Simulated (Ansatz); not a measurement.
`FB(F)S` + `[OH][Sc]([OH])[O][SiH3]` → `FB(S)O[SiH3]` + `[OH][Sc]([OH])[F]`  (redistribution)

Isolated molecules relaxed with PBE0-D4/def2-TZVP in Ansatz; ΔE leaves out vibrations. CCSD(T)/CBS is the MP2 limit (def2-TZVPP, def2-QZVPP) plus CCSD(T) − MP2 in def2-TZVPP, frozen cores. This one scheme is used for every species. Functionals use def2-TZVPP. HSE06 is defined as in plane-wave codes. For Sc outer-core shells are correlated without core-valence functions, which leaves a few kJ/mol of doubt a bond. Scalar relativity is left out up to krypton. One conformer a species, not always the lowest.

`FB(F)S`:

Z-matrix (Å, degrees):
```
B
F 1 1.318
S 1 1.800 2 119.2
F 1 1.319 2 118.3 3 -180.0
H 3 1.342 1 94.6 2 -180.0
```

`[OH][Sc]([OH])[O][SiH3]`:

```xyz
10

O     0.234   -0.989   -2.542
Sc   -0.619   -0.116   -1.134
O    -2.329    0.603   -1.310
O     0.285    0.049    0.532
Si    1.061    0.195    1.951
H     0.629   -1.426   -3.289
H    -3.203    0.950   -1.454
H     1.522    1.598    2.156
H     0.165   -0.168    3.085
H     2.254   -0.696    2.004
```

`FB(S)O[SiH3]`:

```xyz
9

F    -0.862    1.130    2.063
B    -0.415    0.299    1.128
S    -0.228   -1.468    1.518
O    -0.115    0.799   -0.081
Si    0.449    0.257   -1.537
H    -0.657   -1.349    2.784
H    -0.581    0.548   -2.561
H     1.700    0.988   -1.841
H     0.709   -1.203   -1.471
```

`[OH][Sc]([OH])[F]`:

```xyz
6

O    -0.132   -0.292    1.657
Sc    0.451   -0.024   -0.091
O    -0.723    0.337   -1.489
F     2.269   -0.120   -0.452
H    -0.486   -0.420    2.531
H    -1.379    0.518   -2.155
```

```tsv
level	ΔE (kcal/mol)
r2SCAN-D4	-5.2
BHLYP-D4	-4.9
PBE0	-5.0
HSE06	-5.0
HF/def2-TZVPP	-3.1
SCS-MP2/def2-TZVPP	-3.5
HF/def2-QZVPP	-3.1
MP2/def2-QZVPP	-3.6
```

(1) What does CCSD(T)/CBS give? (Best estimate.)

Largest T1 diagnostic among the species: 0.016.

## Answers

(1) Ansatz gave: -3.3 kcal/mol. The listed levels differ from it by -1.9, -1.6, -1.7, -1.7, 0.2, -0.2, 0.2, -0.3 kcal/mol.

At CCSD(T), def2-SVP lies +1.8 kcal/mol from the extrapolated value and def2-TZVPP −0.1 kcal/mol. The D4 term adds −0.8 kcal/mol with B3LYP and −0.4 kcal/mol with PBE0; it sums over pairs of atoms, weighted by their polarisabilities, and B3LYP, whose exchange is more repulsive, gets the larger term. Leaving LDA and LC-ωPBE aside and taking each functional with its dispersion term where it has one, the values, not all of them listed here, spread over 2.2 kcal/mol, from revPBE-D4 to B97M-V.

B3LYP here is the variant with VWN-RPA as its local correlation; programs differ in this.
